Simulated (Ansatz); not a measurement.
A CCSD(T) single point on BrH3O3Zr (`[OH][Zr]([OH])([OH])[Br]`).

```yaml
crystal:
  periodic: [false, false, false]
  atoms:
    - {symbol: O, position_ang: [-0.793109, 1.616789, -0.353342]}
    - {symbol: Zr, position_ang: [-0.061566, -0.026463, 0.289868]}
    - {symbol: O, position_ang: [-0.839938, -1.497607, -0.647701]}
    - {symbol: O, position_ang: [1.834034, -0.032672, 0.053609]}
    - {symbol: Br, position_ang: [-0.587310, -0.252680, 2.767203]}
    - {symbol: H, position_ang: [-1.308784, 2.274059, -0.810838]}
    - {symbol: H, position_ang: [-0.977827, -2.290339, -1.157403]}
    - {symbol: H, position_ang: [2.734501, 0.208902, -0.141398]}
basis:
  gaussian: {orbitals: def2-SVP}
correlation: {method: ccsd_t}
```

```sh
$ ansatz run in.yaml --threads 4 --pin off --events-out ev --progress --plain --max-ram 10444MiB
```

The program prints (abridged):

```
Functional definition: HF
1176 factors; integrals over basis functions are off by at most 7.2e-4 eV
mean field evaluation 1: about -77411.2571 eV, gradient 6.2e1 eV
mean field evaluation 2: about -77411.3320 eV, gradient 6.3e1 eV
mean field evaluation 4: about -77418.4201 eV, gradient 2.8e0 eV
mean field evaluation 8: about -77418.4705 eV, gradient 1.7e-1 eV
mean field -77418.47064455 eV, -2845.0763200630 hartree, gradient 1.6e-6 eV, S^2 0.000000; 0 other end points of the search recorded, 0 dependent functions left out
12 core orbitals not correlated: weight in the atoms' cores, before any rotation towards them, 1.000 or more for the frozen orbitals, at most 0.000 for the correlated occupied ones
reference -77418.47064455 eV, -2845.0763200630 hartree; 25, 25 occupied and 83, 83 virtual orbitals, 1176 factors
second order -28.38386398 eV of doubles, -0.00000000 eV of singles
cycle   1  -27.70204956 eV  change    6.8e-1 eV  update   1.6e-1
cycle   2  -28.37218848 eV  change   -6.7e-1 eV  update   5.9e-2
cycle   3  -28.57898696 eV  change   -2.1e-1 eV  update   2.8e-2
cycle   4  -28.56427504 eV  change    1.5e-2 eV  update   7.1e-3
cycle   5  -28.55573841 eV  change    8.5e-3 eV  update   2.3e-3
cycle   6  -28.55680745 eV  change   -1.1e-3 eV  update   7.6e-4
cycle   7  -28.55658113 eV  change    2.3e-4 eV  update   2.7e-4
cycle   8  -28.55644468 eV  change    1.4e-4 eV  update   7.7e-5
cycle   9  -28.55648947 eV  change   -4.5e-5 eV  update   3.2e-5
perturbative correction -0.79399804 eV, -0.0291788897 hartree
Total energy: -77447.82113205 eV, -2846.1549305844 hartree
```

It took 23 s on 4 threads of an Arm Neoverse V1 on a shared host, with 0.8 GiB of host memory at the peak.

Correlation energy per correlated electron: -0.587 eV. T1 diagnostic: 0.0156.
